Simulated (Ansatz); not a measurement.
A nudged elastic band was laid between two geometries of Cl$_{2}$H$_{2}$Sn (5 atoms, charge 0, multiplicity 1).

The calculation used RKS PBE-D4/def2-SVP (Ansatz).

| Property | Result |
| --- | --- |
| movable images | 7 |
| climbing image | yes |
| spring | 5.0 eV/Å² |
| optimiser | quadratic models (default) |
| start path | through a guess of the saddle point |
| force threshold | 0.03 eV/Å |
| iteration limit | 60 |
| end points | relaxed |

Initial state:

```xyz
5
Properties=species:S:1:pos:R:3
Sn 0.191 0.043 0.318
H -0.005 -0.075 2.023
Cl 2.509 -0.028 -0.143
H -0.461 1.407 -0.502
Cl -0.757 -1.894 -0.651
```

Final state:

```xyz
5
Properties=species:S:1:pos:R:3
Sn -0.641 0.837 0.764
H 1.133 -1.059 0.379
Cl 2.043 -0.082 0.762
H -0.390 1.374 -0.943
Cl -0.668 -1.616 0.084
```

Question: Which bonds break or form, and what moves?

Answer: Bonds broken: Sn1–H2. Bonds formed: H2–Cl3.

Question: What energy profile does the band end with?

Answer: It converged. The highest image is number 2 of 0 to 8, 146.1 kJ/mol above the first end and 99.8 kJ/mol above the last; the last end lies 46.3 kJ/mol above the first. A vibrational analysis at the climbing image gives one clearly imaginary mode, 841i cm⁻¹: a first-order saddle point. The orbitals stay closed-shell, which can raise the energy where a bond breaks towards radicals; this wasn't checked here.

```
image  path coordinate (Å)  energy (kJ/mol)  Sn1–H2 (Å)  H2–Cl3 (Å)
    0                 0.00              0.0        1.72        3.32
    1                 0.70             50.4        1.70        2.58
    2                 1.41            146.1        1.80        1.82
    3                 2.01             88.7        2.35        1.34
    4                 2.62             74.2        3.07        1.30
    5                 3.22             70.3        3.39        1.30
    6                 3.83             67.3        3.28        1.30
    7                 4.43             56.6        3.00        1.31
    8                 5.04             46.3        2.63        1.39
```

Question: What is the geometry of the highest image?

Answer: 
```xyz
5
Properties=species:S:1:pos:R:3:forces:R:3
Sn -0.301 0.075 0.398 0.00 0.00 0.00
H 0.939 -0.093 1.687 0.00 0.00 0.00
Cl 2.340 -0.013 0.525 0.00 0.00 0.00
H -0.570 1.361 -0.751 0.00 0.00 0.00
Cl -0.931 -1.877 -0.813 0.00 0.00 0.00
```

Question: What are the harmonic wavenumbers there?

Answer: 841i, 84, 276, 356, 438, 472, 585, 1558, 1780 cm⁻¹.

The run took 3.8 min on 1 thread of Arm Neoverse V1 (shared host), peak memory 0.12 GiB.
